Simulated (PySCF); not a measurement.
Trends in electronic spectra. Level of theory: TDDFT PBE0/def2-SVPD, vertical, gas phase, core orbitals frozen in the response (PySCF 2.14.0, density-fitted response routines). Geometries: GFN2-xTB; one conformer of each isolated species. Triplets are in the Tamm–Dancoff approximation. 'Strongest' means the level of largest summed f among the lowest 6 singlets; it needn't be the same kind of state in each.

**Question.** Rank by computed HOMO–LUMO gap, lowest first.
A. `C/N=C/c1nc(F)ns1`
B. `C1=C(C)C[C@@H]1C`
C. `CC1C=CC=C1`
D. `C#CCC(=C)C`
E. `C=C=CC(=C)C`
F. `C#C[C@@H](C)CC`
G. `C#CCC1CC1`

**Answer.** A (5.02 eV), C (5.74 eV), E (6.03 eV), B (7.41 eV), D (7.56 eV), F (8.38 eV), G (8.50 eV).

```csv
SMILES,gap (eV),HOMO (eV),strongest (eV),f (strongest),T1 (eV),α (au),S1 mainly
C/N=C/c1nc(F)ns1,5.02,-7.72,5.72,0.21,2.86,90.2,H-1→L (98%)
CC1C=CC=C1,5.74,-6.33,5.00,0.06,3.03,67.0,H→L (98%)
C=C=CC(=C)C,6.03,-6.62,5.83,0.70,3.37,79.6,H→L+1 (90%)
CC1=C[C@@H](C)C1,7.41,-6.81,6.84,0.18,4.33,70.4,H→L+1 (76%)
C#CCC(=C)C,7.56,-7.39,7.17,0.14,4.40,70.1,H-1→L (67%)
C#C[C@@H](C)CC,8.38,-7.71,7.51,0.05,5.47,70.7,H-1→L (29%)
C#CCC1CC1,8.50,-7.67,7.49,0.03,5.46,66.9,H-1→L+1 (28%)
```

H and L stand for HOMO and LUMO.
